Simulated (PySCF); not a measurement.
Distances in Å between the heavy atoms of a computed structure (PBE0-D3(BJ)/def2-SVP; lower triangle, same order across):
```
C1    0.00
O2    1.42  0.00
C3    2.33  1.34  0.00
O4    2.63  2.24  1.21  0.00
C5    3.66  2.35  1.49  2.38  0.00
C6    4.80  3.62  2.47  2.83  1.40  0.00
C7    6.05  4.77  3.76  4.22  2.42  1.39  0.00
C8    6.35  4.96  4.26  5.02  2.78  2.40  1.40  0.00
Br9   8.21  6.81  6.15  6.87  4.66  4.14  2.84  1.88  0.00
C10   5.56  4.14  3.80  4.80  2.42  2.79  2.43  1.40  2.84  0.00
C11   4.16  2.75  2.53  3.64  1.40  2.42  2.80  2.40  4.14  1.39  0.00
```

Hydrogens: 3 on C1, 1 on C6, 1 on C7, 1 on C10, 1 on C11.

Neutral, closed shell.

Which heavy atoms are bonded, and with what formal order?

C1–O2 (single); O2–C3 (single); C3–O4 (double); C3–C5 (single); C5–C6 (aromatic); C6–C7 (aromatic); C7–C8 (aromatic); C8–Br9 (single); C8–C10 (aromatic); C10–C11 (aromatic); C5–C11 (aromatic).

Write the SMILES.

`COC(=O)c1ccc(Br)cc1`, C8H7BrO2. Among its features: ester, benzene ring and C–Br bond.

Which rings does it hold (smallest set)?

C5–C6–C7–C8–C10–C11 (6 members, 0.00 Å rms from planarity).

Describe the place of each heavy atom.

C1: methoxy carbon; O2: ester single-bonded oxygen; C3: ester carbonyl carbon; O4: ester carbonyl oxygen; C5: substituted aromatic carbon; C6/C11: aromatic CH carbon; C7/C10: aromatic CH carbon; C8: aromatic C–Br carbon; Br9: aryl bromine.

Shape of the structure used: `[CH3:1][O:2][C:3](=[O:4])[c:5]1[cH:6][cH:7][c:8]([Br:9])[cH:10][cH:11]1`: C1–O2–C3–O4 0°, O2–C3–C5–C6 -179°.
